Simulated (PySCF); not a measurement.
Input for PySCF: D3(BJ) and D4 dispersion corrections on H2O (SMILES O).

```python
from pyscf import gto
from pyscf.dispersion import dftd3, dftd4

mol = gto.M(
    atom='''
    O    -0.00000000    0.00000000    0.38961139
    H     0.00000000    0.76498632   -0.19485569
    H     0.00000000   -0.76498632   -0.19485569
    ''',
    basis='def2-svp',
    charge=0, spin=0, verbose=0, max_memory=1800)
d3, d4 = {}, {}
for xc in ['hf', 'pbe', 'blyp', 'revpbe', 'tpss', 'r2scan', 'b3lyp', 'pbe0', 'bhlyp', 'camb3lyp', 'b2plyp']:
    d3[xc] = float(dftd3.DFTD3Dispersion(mol, xc=xc, version='d3bj', atm=False).get_dispersion()['energy'])
    print(f'D3(BJ) {xc:10s} {d3[xc]:14.8f} Eh')
for xc in ['hf', 'pbe', 'blyp', 'revpbe', 'tpss', 'r2scan', 'b3lyp', 'pbe0', 'bhlyp', 'camb3lyp', 'b2plyp']:
    d4[xc] = float(dftd4.DFTD4Dispersion(mol, xc={'camb3lyp': 'cam-b3lyp'}.get(xc, xc), atm=True).get_dispersion()['energy'])
    print(f'D4     {xc:10s} {d4[xc]:14.8f} Eh')
```

Program output:

```
D3(BJ) hf            -0.00450233 Eh
D3(BJ) pbe           -0.00035943 Eh
D3(BJ) blyp          -0.00071916 Eh
D3(BJ) revpbe        -0.00106188 Eh
D3(BJ) tpss          -0.00042042 Eh
D3(BJ) r2scan        -0.00008484 Eh
D3(BJ) b3lyp         -0.00057383 Eh
D3(BJ) pbe0          -0.00027686 Eh
D3(BJ) bhlyp         -0.00040942 Eh
D3(BJ) camb3lyp      -0.00021234 Eh
D3(BJ) b2plyp        -0.00023428 Eh
D4     hf            -0.00098317 Eh
D4     pbe           -0.00019578 Eh
D4     blyp          -0.00047287 Eh
D4     revpbe        -0.00094918 Eh
D4     tpss          -0.00026710 Eh
D4     r2scan        -0.00004686 Eh
D4     b3lyp         -0.00031026 Eh
D4     pbe0          -0.00015671 Eh
D4     bhlyp         -0.00018233 Eh
D4     camb3lyp      -0.00014972 Eh
D4     b2plyp        -0.00013382 Eh
```

The run finished.

Cost: very roughly 0.010 core-seconds.
